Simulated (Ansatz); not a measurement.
Reaction (formal exchange of groups at the Se–C bond): `C[Se]CC#N` + `[CH3][GeH3]` → `[CH3][GeH2][Se]C` + `CC#N`

Calculated with Ansatz (gas phase, PBE0-D4/def2-TZVP geometries, no zero-point term in ΔE). CBS: MP2 limit from def2 TZ/QZ plus the TZ coupled-cluster correction, frozen cores. This one scheme is used for every species. Functionals use def2-TZVPP. For Ge, Se outer-core shells are correlated without core-valence functions, which leaves a few kJ/mol of doubt a bond. Scalar relativity is left out up to krypton. Each species was taken in one conformer, which may not be the lowest.

`C[Se]CC#N`:

Cartesian coordinates in Å:
```
C 0.578 -1.195 -0.911
Se 1.155 -0.518 0.812
C -0.394 0.633 1.148
C -0.596 1.583 0.078
N -0.753 2.305 -0.803
H -0.334 -1.781 -0.810
H 0.435 -0.368 -1.606
H 1.384 -1.835 -1.270
H -0.187 1.154 2.083
H -1.288 0.022 1.278
```

`[CH3][GeH3]`:

Z-matrix (Å, degrees):
```
C
Ge 1 1.953
H 1 1.091 2 110.3
H 1 1.090 2 110.3 3 120.0
H 1 1.090 2 110.3 3 -120.0
H 2 1.539 1 110.4 3 -59.8
H 2 1.539 1 110.4 3 60.2
H 2 1.539 1 110.4 3 -179.8
```

`[CH3][GeH2][Se]C`:

Cartesian coordinates in Å:
```
C 0.282 -1.742 0.554
Ge 1.194 -0.332 -0.442
Se 0.667 1.794 0.413
C -1.229 1.775 -0.067
H -0.799 -1.619 0.481
H 0.548 -2.720 0.148
H 0.571 -1.699 1.604
H 0.778 -0.379 -1.928
H 2.722 -0.459 -0.319
H -1.629 2.748 0.217
H -1.347 1.636 -1.140
H -1.758 0.997 0.480
```

`CC#N`:

```xyz
6

C    -0.032   -0.147   -0.463
C     0.064    0.289    0.915
N     0.140    0.635    2.009
H    -0.919   -0.768   -0.599
H    -0.103    0.717   -1.126
H     0.850   -0.727   -0.735
```

(1) Is it downhill or uphill in electronic energy at CCSD(T)/CBS, and by how much? (An estimate is asked.)

(2) What do these levels give: r2SCAN-D4, B2PLYP, PBE0, HF/def2-QZVPP, MP2/CBS(def2), CCSD/CBS(def2)? (An estimate is asked.)

Largest T1 diagnostic among the species: 0.012.

Answers

(1) Ansatz gave: Downhill: ΔE = -109.1 kJ/mol.

(2) Ansatz gave: r2SCAN-D4 -110.2, B2PLYP -108.6, PBE0 -110.6, HF/def2-QZVPP -116.0, MP2/CBS(def2) -111.0, CCSD/CBS(def2) -110.7 kJ/mol.

From PBE to PBE0 (25 % exact exchange), in def2-TZVPP and without D4, ΔE moves by −4.1 kJ/mol. In def2-TZVPP, CCSD(T) changes the Hartree–Fock value by +11.2 kJ/mol (the triples alone add +1.7 kJ/mol) and MP2 by +9.3 kJ/mol.
